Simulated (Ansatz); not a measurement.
A nudged elastic band was laid between two geometries of ClF2GeH (5 atoms, charge 0, multiplicity 1).

Theory: Ansatz, RKS PBE/def2-SVP.

```json
{
 "movable images": "9",
 "climbing image": "yes",
 "spring": "5.0 eV/Å²",
 "optimiser": "quadratic models (default)",
 "start path": "through a guess of the saddle point",
 "force threshold": "0.05 eV/Å",
 "iteration limit": "60",
 "end points": "relaxed"
}
```

First end point:

```xyz
5
Properties=species:S:1:pos:R:3
Ge 0.210 -0.045 0.241
H 0.186 0.002 1.777
F 1.849 -0.029 -0.340
F -0.527 1.385 -0.421
Cl -0.778 -1.754 -0.592
```

Last end point:

```xyz
5
Properties=species:S:1:pos:R:3
Ge -0.596 -0.565 0.868
H 1.114 0.757 0.173
F 1.639 0.013 0.534
F -0.411 1.111 0.075
Cl -0.807 -1.757 -0.986
```

Question: What changes between the two ends?

Answer: Bonds broken: Ge1–H2, Ge1–F3. Bonds formed: H2–F3. ClF2GeH becomes ClFGe + FH.

Question: Give the energies along the band, and the barrier.

Answer: The forces met the threshold. The highest image is number 3 of 0 to 10, 194.3 kJ/mol above the first end and 150.1 kJ/mol above the last; the last end lies 44.2 kJ/mol above the first. A vibrational analysis at the climbing image gives one clearly imaginary mode, 1115i cm⁻¹: a first-order saddle point. The orbitals stay closed-shell, which can raise the energy where a bond breaks towards radicals; this wasn't checked here.

```csv
image,path coordinate (Å),energy (kJ/mol),Ge1–H2 (Å),Ge1–F3 (Å),H2–F3 (Å)
0,0.00,0.0,1.54,1.74,2.69
1,0.42,26.7,1.53,1.74,2.30
2,0.84,117.9,1.54,1.80,1.84
3,1.25,194.3,1.63,1.97,1.38
4,1.69,112.3,1.95,2.24,1.00
5,2.12,81.1,2.50,2.44,0.94
6,2.56,76.2,2.88,2.48,0.94
7,2.99,73.5,2.92,2.48,0.94
8,3.43,66.5,2.83,2.48,0.94
9,3.86,53.9,2.60,2.46,0.95
10,4.30,44.2,2.27,2.33,0.98
```

Question: What is the geometry of the highest image?

Answer: 
```xyz
5
Properties=species:S:1:pos:R:3
Ge -0.233 -0.052 0.354
H 0.966 0.023 1.450
F 1.738 0.000 0.302
F -0.677 1.345 -0.605
Cl -0.855 -1.756 -0.837
```

Question: What are the harmonic wavenumbers there?

Answer: 1115i, 132, 179, 203, 414, 546, 560, 694, 1830 cm⁻¹.

Time of the run: 5.6 min on 1 thread of Arm Neoverse V1 (shared host), peak memory 0.12 GiB.
